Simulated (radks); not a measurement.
Species: Mg. Configuration: [Ne] 3s2.

All-electron calculation, Dirac Kohn-Sham, LDA (Slater exchange, Perdew-Wang correlation), spin-unpolarised, spherical densities, finite nucleus; Fermi nuclear charge, rms radius 3.057 fm. Program: a radial shooting solver on a logarithmic mesh with Libxc functionals.

Energy parts (hartree):
part                      energy
total                 -199.45628
kinetic                199.50484
electron-nucleus      -479.29797
Hartree                 95.81701
exchange-correlation   -15.48016

Orbitals (lengths in bohr, moments of r in powers of bohr):
orbital,occ.,eigenvalue (hartree),<r^4>,<r^2>,<1/r>,small-component weight
1s1/2,2,-46.05986,0.001394,0.02317,11.58,1.78e-03
2s1/2,2,-2.91392,0.6748,0.5921,2.094,2.29e-04
2p1/2,2,-1.72402,0.8985,0.6118,1.961,2.08e-04
2p3/2,4,-1.71342,0.9102,0.6159,1.952,2.07e-04
3s1/2,2,-0.17573,236.6,11.53,0.4272,1.82e-05
3p1/2,0,-0.05066,1190,24.64,0.2929,9.31e-06
3p3/2,0,-0.05040,1200,24.74,0.2922,9.28e-06
4s1/2,0,-0.00199,245500,296.7,0.09591,1.49e-06

The highest occupied level is 3s1/2 at -4.782 eV. The electron density at the nucleus is 1149 e/bohr^3. The density falls to 0.001 e/bohr^3 at r = 4.52 bohr. Summed over all electrons, <r^2> = 27.98 bohr^2, which gives a Langevin (diamagnetic) susceptibility term of -22.2 x 10^-6 cm^3/mol.
